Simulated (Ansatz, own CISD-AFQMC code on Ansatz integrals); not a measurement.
H4Si2, SMILES `[SiH][SiH3]` (excited triplet) (charge 0, multiplicity 3). This triplet is an excited state, 0.57 eV above the relaxed singlet at the level frozen-core CCSD(T)/cc-pVTZ // PBE0-D3(BJ)/def2-TZVP (Ansatz).

Cartesian coordinates (Å):
```xyz
6

Si     1.5382    -0.3576    -0.5614
Si    -0.6810    -0.0117     0.0026
H      2.6625     0.2156     0.2340
H     -1.0320     1.4345    -0.0285
H     -0.9877    -0.5469     1.3573
H     -1.5000    -0.7339    -1.0041
```
Charge 0, spin multiplicity 3.

Frozen-core correlation energies in cc-pVDZ at a geometry from PBE0-D3(BJ)/def2-TZVP, on an HF energy of -580.11853 Ha (<S^2> = 2.01). Wave-function levels are from Ansatz, the walk from an own CISD-AFQMC code on Ansatz integrals (time step 0.005/Ha, trial state from CCSD amplitudes, largest double 0.04).

```csv
level,correlation energy (mHa)
MP2,-170.6
CCSD,-214.0
CCSD(T),-219.3
CCSDT(Q),-220.8
```

**Question.** What correlation energy does phaseless AFQMC give, and where does it lie among these levels?

**Answer.** -220.2 ± 0.3 mHa (one standard error). AFQMC minus each level: MP2 -49.6 mHa, CCSD -6.2 mHa, CCSD(T) -0.9 mHa, CCSDT(Q) +0.6 mHa.
